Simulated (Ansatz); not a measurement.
Relaxation of CH3F2NOSi (9 atoms, charge 0, multiplicity 1), to a largest force component of 0.02 eV/Å in at most 50 steps.

All numbers below come from RKS PBE-D4/def2-SVP (Ansatz 0.2.0).

```xyz
9
Properties=species:S:1:pos:R:3:forces:R:3
F 2.107 -0.751 0.686 -0.35 -0.40 0.49
Si 0.570 -0.954 0.190 3.08 -1.15 -1.10
F 0.106 -2.420 -0.205 -0.12 -1.56 0.26
N 0.130 0.175 -0.951 -0.68 1.35 -2.13
C -0.447 1.008 0.127 -0.47 2.69 -2.47
O -0.552 -0.104 1.054 -2.89 0.30 5.44
H -0.681 -0.304 -1.416 0.59 0.70 -0.31
H -1.319 0.104 1.645 0.67 -0.85 0.09
H 0.243 1.810 0.550 0.17 -1.08 -0.28
```

Task: Where does it end, and by what steps?

Result: The run converged. After 28 steps the energy has fallen by 3.477 eV; H8 moved furthest, 1.42 Å. Parted: Si2–C5, C5–O6.

```tsv
step	energy less start (eV)	largest force component (eV/Å)	accepted
0	0.0000	5.441	yes
1	-0.8087	2.884	yes
2	-1.3541	0.942	yes
3	-1.6021	1.382	yes
4	-2.0084	1.626	yes
5	-2.4453	1.811	yes
6	-2.9234	0.967	yes
7	-3.1773	1.898	yes
8	-3.3670	0.371	yes
9	-3.3515	0.879	no
10	-3.4033	0.202	yes
11	-3.4112	0.081	yes
12	-3.4133	0.056	yes
13	-3.4163	0.079	yes
14	-3.4180	0.053	yes
15	-3.4209	0.270	yes
16	-3.4252	0.252	yes
17	-3.4436	0.262	yes
18	-3.4610	0.141	yes
19	-3.4615	0.594	yes
20	-3.3339	2.817	no
21	-3.4723	0.192	yes
22	-3.4741	0.137	yes
23	-3.4745	0.086	yes
24	-3.4747	0.075	yes
25	-3.4719	0.127	no
26	-3.4767	0.036	yes
27	-3.4767	0.042	yes
28	-3.4769	0.014	yes
```

```xyz
9
Properties=species:S:1:pos:R:3
F 1.732 -1.049 0.825
Si 0.186 -0.873 0.364
F -0.279 -2.312 -0.219
N 0.023 0.311 -0.946
C -0.195 1.628 -0.844
O -0.730 -0.354 1.622
H 0.103 -0.056 -1.909
H -0.418 -0.560 2.520
H -0.265 1.827 0.266
```

Whether the end is a true minimum wasn't checked by a vibrational analysis.

The run took 66 s on 2 threads of Arm Neoverse V1, on a shared host, peak memory 0.18 GiB.
